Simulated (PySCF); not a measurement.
C2Cl3 (SMILES Cl[C]=C(Cl)Cl), doublet, at a GFN2-xTB geometry; M062X/STO-3G (PySCF).

Input for PySCF:
```python
from pyscf import gto, scf, dft

mol = gto.Mole()
mol.atom = '''
    Cl    2.35678761   -0.31883422    0.01950333
    C     0.77529472   -0.67694562    0.18027512
    C    -0.39193325   -0.13280407    0.05323237
    Cl   -0.62979944    1.56052421   -0.45358792
    Cl   -1.86229222   -0.95589598    0.35167018
'''
mol.basis = 'sto-3g'
mol.spin = 1
mol.verbose = 4
mol.build()

mf = dft.UKS(mol)
mf.xc = 'm062x'
mf.kernel()
mf.analyze()
```

Output, abridged:

```
PySCF version 2.14.0

[INPUT] verbose = 4
[INPUT] num. atoms = 5
[INPUT] num. electrons = 63
[INPUT] charge = 0
[INPUT] spin (= nelec alpha-beta = 2S) = 1
[INPUT] symmetry False subgroup None
[INPUT] Mole.unit = angstrom
[INPUT] Symbol           X                Y                Z      unit          X                Y                Z       unit  Magmom
[INPUT]  1 Cl     2.356787610000  -0.318834220000   0.019503330000 AA    4.453683116668  -0.602509354939   0.036855952217 Bohr   0.0
[INPUT]  2 C      0.775294720000  -0.676945620000   0.180275120000 AA    1.465094686621  -1.279241823024   0.340670603873 Bohr   0.0
[INPUT]  3 C     -0.391933250000  -0.132804070000   0.053232370000 AA   -0.740646501611  -0.250963320528   0.100594600262 Bohr   0.0
[INPUT]  4 Cl    -0.629799440000   1.560524210000  -0.453587920000 AA   -1.190148455004   2.948963367653  -0.857156942211 Bohr   0.0
[INPUT]  5 Cl    -1.862292220000  -0.955895980000   0.351670180000 AA   -3.519222259708  -1.806381605773   0.664560326376 Bohr   0.0

nuclear repulsion = 300.560460797125
number of shells = 21
number of NR pGTOs = 111
number of NR cGTOs = 37
basis = sto-3g
ecp = {}

******** <class 'pyscf.dft.uks.UKS'> ********
method = UKS
initial guess = minao
damping factor = 0
level_shift factor = 0
DIIS = <class 'pyscf.scf.diis.CDIIS'>
diis_start_cycle = 1
diis_space = 8
diis_damp = 0
SCF conv_tol = 1e-09
SCF conv_tol_grad = None
SCF max_cycles = 50
direct_scf = True
direct_scf_tol = 1e-13
number electrons alpha = 32  beta = 31
XC library pyscf.dft.libxc version 7.1.2
    S. Lehtola, C. Steigemann, M. J. T. Oliveira, and M. A. L. Marques,  SoftwareX 7, 1–5 (2018)
XC functionals = m062x
    Y. Zhao and D. G. Truhlar,  Theor. Chem. Acc. 120, 215 (2008)
    Y. Zhao and D. G. Truhlar,  Theor. Chem. Acc. 120, 215 (2008)
radial grids:
    Treutler-Ahlrichs [JCP 102, 346 (1995); DOI:10.1063/1.469408] (M4) radial grids

becke partition: Becke, JCP 88, 2547 (1988); DOI:10.1063/1.454033
pruning grids: <function nwchem_prune>
grids dens level: 3
symmetrized grids: False
atomic radii adjust function: <function treutler_atomic_radii_adjust>
small_rho_cutoff = 0
Set gradient conv threshold to 3.16228e-05
tot grids = 84880
init E= -1440.78626448337

cycle= 1 E= -1440.66400725502  delta_E= 0.122  |g|= 0.305  |ddm|= 2.59
cycle= 2 E= -1440.68663409745  delta_E= -0.0226  |g|= 0.292  |ddm|= 1.02
cycle= 3 E= -1440.74890738151  delta_E= -0.0623  |g|= 0.0275  |ddm|= 0.471
cycle= 4 E= -1440.74978428872  delta_E= -0.000877  |g|= 0.0244  |ddm|= 0.0875
cycle= 5 E= -1440.75032158157  delta_E= -0.000537  |g|= 0.00645  |ddm|= 0.0445
cycle= 6 E= -1440.75048832127  delta_E= -0.000167  |g|= 0.00315  |ddm|= 0.0344
cycle= 7 E= -1440.7505434467  delta_E= -5.51e-05  |g|= 0.00117  |ddm|= 0.0248
cycle= 8 E= -1440.75055146641  delta_E= -8.02e-06  |g|= 0.000314  |ddm|= 0.0108
cycle= 9 E= -1440.75055195565  delta_E= -4.89e-07  |g|= 5.54e-05  |ddm|= 0.00281
cycle= 10 E= -1440.75055196344  delta_E= -7.78e-09  |g|= 1.09e-05  |ddm|= 0.000305
cycle= 11 E= -1440.75055196369  delta_E= -2.46e-10  |g|= 3.39e-06  |ddm|= 4.75e-05
Extra cycle  E= -1440.7505519637  delta_E= -1.18e-11  |g|= 2.05e-06  |ddm|= 1.13e-05
converged SCF energy = -1440.7505519637  <S^2> = 0.77001199  2S+1 = 2.0199129
**** SCF Summaries ****
Total Energy =                       -1440.750551963697944
Nuclear Repulsion Energy =             300.560460797124563
One-electron Energy =                -2586.550590608897892
Two-electron Energy =                  845.239577848075442
Two-electron Coulomb Energy =          940.604936344748694
DFT Exchange-Correlation Energy =      -95.365358496673252
**** MO energy ****
                             alpha | beta                alpha | beta
MO #1   energy= -101.720298509438  | -101.719503956754  occ= 1 | 1
MO #2   energy= -101.661294269534  | -101.661120241111  occ= 1 | 1
MO #3   energy= -101.634451813388  | -101.633721149779  occ= 1 | 1
MO #4   energy= -10.5225385839082  | -10.523204178552   occ= 1 | 1
MO #5   energy= -10.4768612513336  | -10.4682416037608  occ= 1 | 1
MO #6   energy= -9.74823557863776  | -9.74784131604486  occ= 1 | 1
MO #7   energy= -9.69410846319327  | -9.69408220381297  occ= 1 | 1
MO #8   energy= -9.66950805913765  | -9.66933722028876  occ= 1 | 1
MO #9   energy= -7.44174722510617  | -7.44151517580307  occ= 1 | 1
MO #10  energy= -7.43038464524456  | -7.42845194675158  occ= 1 | 1
MO #11  energy= -7.42893255540759  | -7.42773189721445  occ= 1 | 1
MO #12  energy= -7.38828582225256  | -7.38753501925455  occ= 1 | 1
MO #13  energy= -7.37481285323754  | -7.37503384694124  occ= 1 | 1
MO #14  energy= -7.37476576049655  | -7.37472344576989  occ= 1 | 1
MO #15  energy= -7.36416651474407  | -7.36174964140768  occ= 1 | 1
MO #16  energy= -7.35048417339819  | -7.35050733192719  occ= 1 | 1
MO #17  energy= -7.35040638645823  | -7.35016677323607  occ= 1 | 1
MO #18  energy= -1.01842451392683  | -1.00521134610338  occ= 1 | 1
MO #19  energy= -0.967185622532591 | -0.962105147949158 occ= 1 | 1
MO #20  energy= -0.878490557911666 | -0.874779221123063 occ= 1 | 1
MO #21  energy= -0.797095947837168 | -0.777288116326258 occ= 1 | 1
MO #22  energy= -0.588196436472112 | -0.574236473692702 occ= 1 | 1
MO #23  energy= -0.529965906331208 | -0.521184358103684 occ= 1 | 1
MO #24  energy= -0.517506417129532 | -0.487014437822417 occ= 1 | 1
MO #25  energy= -0.480576029905306 | -0.471194969804693 occ= 1 | 1
MO #26  energy= -0.428234518162342 | -0.407918411115147 occ= 1 | 1
MO #27  energy= -0.408817841548114 | -0.406170672473926 occ= 1 | 1
MO #28  energy= -0.364890358643558 | -0.358512352537929 occ= 1 | 1
MO #29  energy= -0.349733400157484 | -0.349399977411776 occ= 1 | 1
MO #30  energy= -0.334122461637786 | -0.332148301337143 occ= 1 | 1
MO #31  energy= -0.280423868083086 | -0.269093568863778 occ= 1 | 1
MO #32  energy= -0.280301516705561 | -0.0115795926158754 occ= 1 | 0
MO #33  energy= 0.110527680842414  | 0.131473065349606  occ= 0 | 0
MO #34  energy= 0.138298498949288  | 0.140294046959741  occ= 0 | 0
MO #35  energy= 0.149586157494956  | 0.172590852515239  occ= 0 | 0
MO #36  energy= 0.331550248646673  | 0.351443798448405  occ= 0 | 0
MO #37  energy= 0.71319216467101   | 0.733819059070413  occ= 0 | 0

To work with the spin densities directly, `use mulliken_meta_spin()` only printing them here.

 ** Mulliken spin pop alpha/beta on meta-lowdin orthogonal AOs **
 ** Mulliken Spin Density (per AO)  **
spin_pop of  0 Cl 1s        0.00000
spin_pop of  0 Cl 2s        0.00001
spin_pop of  0 Cl 3s        0.00124
spin_pop of  0 Cl 2px       0.00000
spin_pop of  0 Cl 2py       0.00003
spin_pop of  0 Cl 2pz       0.00001
spin_pop of  0 Cl 3px      -0.02402
spin_pop of  0 Cl 3py       0.09433
spin_pop of  0 Cl 3pz       0.01508
spin_pop of  1 C 1s        0.00000
spin_pop of  1 C 2s        0.14984
spin_pop of  1 C 2px       0.02351
spin_pop of  1 C 2py       0.61198
spin_pop of  1 C 2pz       0.16731
spin_pop of  2 C 1s        0.00000
spin_pop of  2 C 2s       -0.01134
spin_pop of  2 C 2px      -0.00146
spin_pop of  2 C 2py      -0.03740
spin_pop of  2 C 2pz      -0.10361
spin_pop of  3 Cl 1s        0.00000
spin_pop of  3 Cl 2s        0.00000
spin_pop of  3 Cl 3s       -0.00061
spin_pop of  3 Cl 2px       0.00000
spin_pop of  3 Cl 2py       0.00002
spin_pop of  3 Cl 2pz      -0.00000
spin_pop of  3 Cl 3px       0.01667
spin_pop of  3 Cl 3py       0.07588
spin_pop of  3 Cl 3pz      -0.00078
spin_pop of  4 Cl 1s        0.00000
spin_pop of  4 Cl 2s        0.00000
spin_pop of  4 Cl 3s       -0.00009
spin_pop of  4 Cl 2px       0.00001
spin_pop of  4 Cl 2py      -0.00000
spin_pop of  4 Cl 2pz      -0.00000
spin_pop of  4 Cl 3px       0.03242
spin_pop of  4 Cl 3py      -0.00014
spin_pop of  4 Cl 3pz      -0.00890
 ** Mulliken Spin Density (per atom)  **
spin density of  0 Cl =      0.08667
spin density of  1 C =      0.95264
spin density of  2 C =     -0.15380
spin density of  3 Cl =      0.09119
spin density of  4 Cl =      0.02330
 ** Mulliken pop alpha/beta on meta-lowdin orthogonal AOs **
 ** Mulliken pop       alpha | beta **
pop of  0 Cl 1s        1.00000 | 1.00000
pop of  0 Cl 2s        0.99993 | 0.99992
pop of  0 Cl 3s        0.94192 | 0.94068
pop of  0 Cl 2px       0.99976 | 0.99976
pop of  0 Cl 2py       0.99999 | 0.99995
pop of  0 Cl 2pz       0.99998 | 0.99998
pop of  0 Cl 3px       0.61597 | 0.63999
pop of  0 Cl 3py       0.97783 | 0.88350
pop of  0 Cl 3pz       0.96452 | 0.94945
pop of  1 C 1s        0.99991 | 0.99991
pop of  1 C 2s        0.63871 | 0.48888
pop of  1 C 2px       0.45897 | 0.43546
pop of  1 C 2py       0.79041 | 0.17843
pop of  1 C 2pz       0.59726 | 0.42996
pop of  2 C 1s        0.99989 | 0.99989
pop of  2 C 2s        0.53067 | 0.54200
pop of  2 C 2px       0.47262 | 0.47407
pop of  2 C 2py       0.42058 | 0.45798
pop of  2 C 2pz       0.50489 | 0.60850
pop of  3 Cl 1s        1.00000 | 1.00000
pop of  3 Cl 2s        0.99995 | 0.99995
pop of  3 Cl 3s        0.96332 | 0.96394
pop of  3 Cl 2px       0.99999 | 0.99999
pop of  3 Cl 2py       0.99982 | 0.99979
pop of  3 Cl 2pz       0.99997 | 0.99997
pop of  3 Cl 3px       0.98774 | 0.97106
pop of  3 Cl 3py       0.67377 | 0.59789
pop of  3 Cl 3pz       0.94751 | 0.94830
pop of  4 Cl 1s        1.00000 | 1.00000
pop of  4 Cl 2s        0.99994 | 0.99994
pop of  4 Cl 3s        0.95456 | 0.95464
pop of  4 Cl 2px       0.99983 | 0.99982
pop of  4 Cl 2py       0.99994 | 0.99994
pop of  4 Cl 2pz       0.99998 | 0.99998
pop of  4 Cl 3px       0.70868 | 0.67626
pop of  4 Cl 3py       0.89311 | 0.89324
pop of  4 Cl 3pz       0.95805 | 0.96695
In total            32.00000 | 31.00000
 ** Mulliken atomic charges   ( Nelec_alpha | Nelec_beta ) **
charge of  0Cl =      0.08685  (     8.49991      8.41324 )
charge of  1C =     -0.01791  (     3.48528      2.53263 )
charge of  2C =     -0.01110  (     2.92865      3.08245 )
charge of  3Cl =     -0.05297  (     8.57208      8.48089 )
charge of  4Cl =     -0.00488  (     8.51409      8.49079 )
Dipole moment(X, Y, Z, Debye):  1.04554, -0.76175,  0.19722
```
